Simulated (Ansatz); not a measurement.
The cluster Pb₂S₃ (the lowest singlet isomer of a short search). Charge 0, multiplicity 1. Geometry r2SCAN-D4/def2-SVP, basis def2-TZVP, Ansatz.

```xyz
5

Pb   -0.852    1.104    1.165
Pb    1.222   -0.479   -1.257
S    -1.434   -0.972   -0.593
S     1.126    1.902   -0.279
S    -0.062   -1.555    0.964
```

```json
{"run": "A", "HOMO (eV)": "-5.17", "LUMO (eV)": "-2.44"}
{"run": "B", "HOMO (eV)": "-5.96", "LUMO (eV)": "-2.04"}
{"run": "C", "HOMO (eV)": "-6.19", "LUMO (eV)": "-1.83"}
{"run": "D", "HOMO (eV)": "-5.40", "LUMO (eV)": "-2.35"}
{"run": "E", "HOMO (eV)": "-5.78", "LUMO (eV)": "-2.12"}
{"run": "F", "HOMO (eV)": "-5.10", "LUMO (eV)": "-2.34"}
```

In the def2 sets Pb takes a core potential; there is no spin–orbit coupling. B3LYP takes the VWN-RPA correlation. The structure comes from a short search, and lower isomers may exist.

The runs used B3LYP, PBE, PBE0, r2SCAN, r2SCANh, revPBE. Estimate which is which.

A PBE (0 % exact exchange); B B3LYP (20 % exact exchange); C PBE0 (25 % exact exchange); D r2SCAN (0 % exact exchange); E r2SCANh (10 % exact exchange); F revPBE (0 % exact exchange). Exact exchange lowers occupied and raises empty levels; among semilocal functionals meta-GGAs tend to open the gap a little, and such runs are hard to tell apart. The gap grows from 2.73 eV (PBE) to 4.36 eV (PBE0).
